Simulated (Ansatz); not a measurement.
The same molecule with X = Ti, Zr, Hf. Ansatz, PBE0-D4/def2-TZVP geometries, multiplicity 1. Each molecule was computed in one conformer, which needn't be the lowest.

Elements past krypton have def2 core potentials. Scalar relativity is left out up to krypton.

```csv
X,molecule,mean X–F bond length / Å,mean X–N bond length / Å,HOMO energy (PBE/def2-TZVPP) / eV,HOMO energy (PBE0/def2-TZVPP) / eV,HOMO–LUMO gap (PBE0/def2-TZVPP) / eV
Ti,`CC(C)[NH][Ti]([F])([F])[NH]C(C)C`,1.774,1.874,-5.39,-6.67,4.98
Zr,`CC(C)[NH][Zr]([F])([F])[NH]C(C)C`,1.927,2.028,-5.46,-6.78,6.42
```

Q: Give the row for X = Hf, `CC(C)[NH][Hf]([F])([F])[NH]C(C)C`. (Estimate.)

A: Computed: 
```json
{"X": "Hf", "molecule": "`CC(C)[NH][Hf]([F])([F])[NH]C(C)C`", "mean X–F bond length / Å": "1.929", "mean X–N bond length / Å": "2.029", "HOMO energy (PBE/def2-TZVPP) / eV": "-5.59", "HOMO energy (PBE0/def2-TZVPP) / eV": "-6.93", "HOMO–LUMO gap (PBE0/def2-TZVPP) / eV": "6.61"}
```

From Ti to Hf the mean X–F bond length rises at each step, by 0.155 Å in all; the mean X–N bond length rises at each step, by 0.155 Å in all; the HOMO energy (PBE/def2-TZVPP) falls at each step, by 0.20 eV in all; the HOMO energy (PBE0/def2-TZVPP) falls at each step, by 0.26 eV in all; the HOMO–LUMO gap (PBE0/def2-TZVPP) rises at each step, by 1.63 eV in all.
